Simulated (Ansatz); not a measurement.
CH₃AlClFSSi, SMILES `F[SiH]1C[S][Al]1[Cl]`, relaxed with RKS PBE0-D4/def2-TZVP in Ansatz from a PBE-D4/def2-SVP geometry. The force threshold is 0.005 eV/Å; the program also tests the step.

The species carries charge 0 and has multiplicity 1.

Start:

```xyz
9

F     2.296    0.985   -0.146
Si    0.657    0.884   -0.024
C     0.068   -0.550    1.119
S    -1.435   -1.269    0.280
Al   -0.803   -0.242   -1.582
Cl   -1.574   -0.476   -3.533
H     0.180    2.205    0.528
H    -0.229   -0.200    2.129
H     0.840   -1.337    1.229
```

Q: By how much does the energy fall, and how many steps does the optimiser take? (Best estimate.)

A: Ansatz gave: 0.07 eV, in 8 steps.

Q: Which bonds change most? (Best estimate.)

A: Ansatz gave: F1–Si2 from 1.647 to 1.605 Å; S4–Al5 from 2.217 to 2.190 Å; Si2–C3 from 1.926 to 1.901 Å; Al5–Cl6 from 2.111 to 2.086 Å.

Q: Give the relaxed structure. (Best estimate.)

A: The calculation gave: 
```xyz
9

F     2.257    0.982   -0.123
Si    0.659    0.867   -0.020
C     0.078   -0.545    1.111
S    -1.411   -1.233    0.275
Al   -0.797   -0.238   -1.576
Cl   -1.568   -0.475   -3.500
H     0.174    2.171    0.511
H    -0.217   -0.198    2.104
H     0.826   -1.330    1.218
```
